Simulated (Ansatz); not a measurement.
`[CH3][Ge]([CH3])([F])[F]` + H₂O → `[CH3][Ge]([CH3])([OH])[F]` + H–F at 298.15 K and 1 bar (formal hydrolysis of a Ge–F bond).

Program: Ansatz. Geometries: PBE0-D4/def2-TZVP. ΔE: electronic, gas phase. CCSD(T)/CBS is the MP2 limit (def2-TZVPP, def2-QZVPP) plus CCSD(T) − MP2 in def2-TZVPP, frozen cores. This one scheme is used for every species. For Ge outer-core shells are correlated without core-valence functions, which leaves a few kJ/mol of doubt a bond. Scalar relativity is left out up to krypton. One conformer a species, not always the lowest.

```csv
species,CCSD(T)/CBS energy (Eh),H − E (kJ/mol),S (J/(mol·K))
`[CH3][Ge]([CH3])([F])[F]`,-2355.52488,228.1,360.8
H₂O,-76.37941,66.4,188.7
`[CH3][Ge]([CH3])([OH])[F]`,-2331.49638,259.5,376.0
H–F,-100.39570,33.5,173.6
```

H − E and S are ideal-gas, rigid-rotor, harmonic terms from PBE0-D4/def2-TZVP, for one conformer and one mirror image of each species. 1 Eh = 2625.50 kJ/mol, R = 8.31446 J/(mol·K).

By hand: ΔE, ΔH, ΔS and ΔG.

ΔE = (-2331.49638) + (-100.39570) − (-2355.52488) − (-76.37941) = 0.01221 Eh = 32.1 kJ/mol. Δ(H − E) = 259.5 + 33.5 − 228.1 − 66.4 = -1.5, so ΔH = 30.6 kJ/mol. ΔS = 376.0 + 173.6 − 360.8 − 188.7 = 0.1 J/(mol·K). ΔG = 30.6 − 298.15 × (0.1)/1000 = 30.6 kJ/mol.

By hand: the equilibrium constant, and the temperature at which ΔG would vanish if ΔH and ΔS stayed fixed.

log₁₀ K = −ΔG/(RT ln 10) = -5.4. ΔG = 0 at ΔH/ΔS = 306000 K, far beyond where these terms or the molecules hold.

The number of gas molecules stays the same, so ΔS is small and ΔH decides. A doubt of 5 kJ/mol in ΔE shifts log₁₀ K by 0.9 here. Other conformers and mirror images would add mixing entropy, several J/(mol·K) or more a flexible species. These are equilibria of isolated gas molecules and say nothing of rates. Largest T1 diagnostic: 0.011 (customary marks: 0.02 for closed shells, 0.045 for open ones).
